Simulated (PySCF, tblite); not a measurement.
CH5BF2SSi.
Atom-mapped SMILES: `[F:1][B:2]([F:3])[CH2:4][S:5][SiH3:6]` (hydrogens: H7, H8 on C4; H9, H10, H11 on Si6)

Computed with GFN2-xTB (tblite), gas phase: Langevin dynamics at 600 K from the optimised GFN2-xTB geometry, time step 0.5 fs, friction 0.01 fs⁻¹, 2000 steps. Over the second half of the run the saved frames average 588 K.

Frame at 250 fs, instantaneous temperature 592 K:
```
atom  x, y, z in Å
F1     -1.431    1.045   -0.265
B2     -1.851   -0.178   -0.574
F3     -2.799   -0.118   -1.512
C4     -1.212   -1.524    0.215
S5      0.518   -1.814   -0.289
Si6     1.405    0.156    0.180
H7     -1.191   -1.516    1.260
H8     -1.714   -2.405   -0.138
H9      0.929    0.611    1.468
H10     0.877    0.915   -0.941
H11     2.728   -0.115    0.085
```

Frame at 425 fs, instantaneous temperature 614 K:
```
atom  x, y, z in Å
F1     -1.509    0.861   -0.501
B2     -1.498   -0.457   -0.322
F3     -2.339   -1.066   -1.302
C4     -0.788   -1.083    0.950
S5      0.349   -2.467    0.163
Si6     1.953   -1.016   -0.261
H7     -0.149   -0.346    1.381
H8     -1.197   -1.669    1.792
H9      1.847   -0.214    0.951
H10     1.693   -0.276   -1.502
H11     3.264   -1.701   -0.317
```

Frame at 625 fs, instantaneous temperature 579 K:
```
atom  x, y, z in Å
F1     -0.404    0.380   -1.091
B2     -0.968   -0.734   -0.495
F3     -1.843   -1.410   -1.203
C4     -0.474   -1.013    0.966
S5      0.583   -2.600    0.961
Si6     2.139   -1.767   -0.036
H7      0.217   -0.365    1.388
H8     -1.150   -1.167    1.883
H9      2.629   -0.457    0.449
H10     1.960   -1.587   -1.444
H11     3.071   -2.741    0.117
```

Frame at 800 fs, instantaneous temperature 655 K:
```
atom  x, y, z in Å
F1     -1.221    0.413   -1.416
B2     -1.637   -0.565   -0.652
F3     -2.611   -1.238   -1.205
C4     -0.815   -0.874    0.685
S5      0.523   -1.986    0.488
Si6     2.205   -0.753   -0.425
H7     -0.470    0.172    1.077
H8     -1.400   -1.346    1.510
H9      2.692    0.230    0.512
H10     1.468   -0.124   -1.622
H11     3.188   -1.789   -0.777
```

Frame at 1000 fs, instantaneous temperature 515 K:
```
atom  x, y, z in Å
F1     -1.533   -0.090   -1.708
B2     -1.658   -0.671   -0.531
F3     -2.724   -1.462   -0.478
C4     -0.522   -0.540    0.505
S5      0.630   -1.581   -0.304
Si6     2.116   -0.437   -1.593
H7     -0.132    0.428    0.540
H8     -0.650   -0.922    1.448
H9      3.265   -0.995   -0.846
H10     1.970    0.960   -1.236
H11     2.159   -0.794   -3.052
```

Problem. What do single points at PBE0/pcSseg-1 (PySCF, gas phase) give on these frames?

Solution. 
```json
{"t (fs)": "250", "GFN2-xTB E above start (eV)": "0.48", "DFT E above lowest frame (eV)": "0.26", "HOMO (eV)": "-6.89", "LUMO (eV)": "-0.60", "dipole (D)": "1.58"}
{"t (fs)": "425", "GFN2-xTB E above start (eV)": "0.72", "DFT E above lowest frame (eV)": "0.34", "HOMO (eV)": "-7.37", "LUMO (eV)": "-1.22", "dipole (D)": "2.77"}
{"t (fs)": "625", "GFN2-xTB E above start (eV)": "0.78", "DFT E above lowest frame (eV)": "0.41", "HOMO (eV)": "-7.57", "LUMO (eV)": "-1.15", "dipole (D)": "1.59"}
{"t (fs)": "800", "GFN2-xTB E above start (eV)": "0.48", "DFT E above lowest frame (eV)": "0.00", "HOMO (eV)": "-6.82", "LUMO (eV)": "-0.64", "dipole (D)": "2.17"}
{"t (fs)": "1000", "GFN2-xTB E above start (eV)": "0.62", "DFT E above lowest frame (eV)": "0.26", "HOMO (eV)": "-6.88", "LUMO (eV)": "-0.79", "dipole (D)": "2.94"}
```

Both levels order the frames alike by energy; measured from each level's lowest frame they differ by 0.26 eV at most. The HOMO–LUMO gap runs from 6.09 to 6.42 eV. These are instantaneous structures, not minima.

Problem. And the isotropic GIAO shieldings (ppm) from the same runs?

Solution. 
```csv
atom,250 fs,425 fs,625 fs,800 fs,1000 fs,mean,range
F1,216.7,217.9,215.6,229.2,269.1,229.7,53.5
B2,76.1,73.0,74.0,76.6,77.9,75.5,4.9
F3,239.2,231.1,248.2,253.3,269.1,248.2,38.0
C4,175.3,159.5,170.9,173.6,187.2,173.3,27.7
S5,735.1,678.6,729.6,705.1,707.6,711.2,56.5
Si6,397.5,377.3,412.0,389.8,382.2,391.8,34.7
H7,30.2,30.8,30.7,28.2,31.1,30.2,2.9
H8,29.9,27.3,27.7,28.6,31.5,29.0,4.2
H9,27.4,27.2,27.1,27.3,26.1,27.0,1.3
H10,26.8,26.7,27.7,25.7,27.1,26.8,2.0
H11,28.6,26.5,28.5,26.9,26.3,27.4,2.3
```

The cost below is that of the whole dynamics run. Hardware: one thread of an Intel Xeon at 2.50 GHz, on a shared host. Cost: 27 s, 0.18 GiB resident at most.
